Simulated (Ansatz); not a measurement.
Stepwise reaction of `[F][Al]([O][SiH3])[O][SiH3]` with hydrogen, as a gas-phase model of exchange steps in deposition or etching. ΔE in kJ/mol.

Program: Ansatz. Geometries: PBE0-D4/def2-TZVP. ΔE: electronic, gas phase. CCSD(T)/CBS adds triple-zeta CCSD(T) − MP2 to the extrapolated MP2 energy (def2 sets, frozen cores). This one scheme is used for every species. Functionals use def2-TZVPP. B3LYP here is the variant with VWN-RPA as its local correlation; programs differ in this. One conformer a species, not always the lowest.

| step | reaction | PBE-D4 | B3LYP-D4 | ωB97M-V | CCSD(T)/CBS |
| --- | --- | --- | --- | --- | --- |
| 2 | `[F][AlH][O][SiH3]` + H₂ → `[F][AlH2]` + `O[SiH3]` | 138.6 | 149.3 | 145.5 | 149.2 |

(1) Give the row of step 1, `[F][Al]([O][SiH3])[O][SiH3]` + H₂ → `[F][AlH][O][SiH3]` + `O[SiH3]`. (Estimate.)

(2) By hand: ΔE of the 2 steps together at CCSD(T)/CBS.

Answers

(1) The calculation gave: 
```tsv
step	reaction	PBE-D4	B3LYP-D4	ωB97M-V	CCSD(T)/CBS
1	`[F][Al]([O][SiH3])[O][SiH3]` + H₂ → `[F][AlH][O][SiH3]` + `O[SiH3]`	120.5	134.3	128.6	134.5
```

(2) (134.5) + (149.2) = 283.7 kJ/mol, or 141.8 kJ/mol a step.

In ΔE each step is higher than the one before. All are uphill at CCSD(T)/CBS. PBE-D4 differs from CCSD(T)/CBS by -14.0 to -10.6 kJ/mol a step. Only this route is followed, and other bonds may react first. Isolated molecules leave out the surface, adducts and barriers. Largest T1 diagnostic: 0.012.
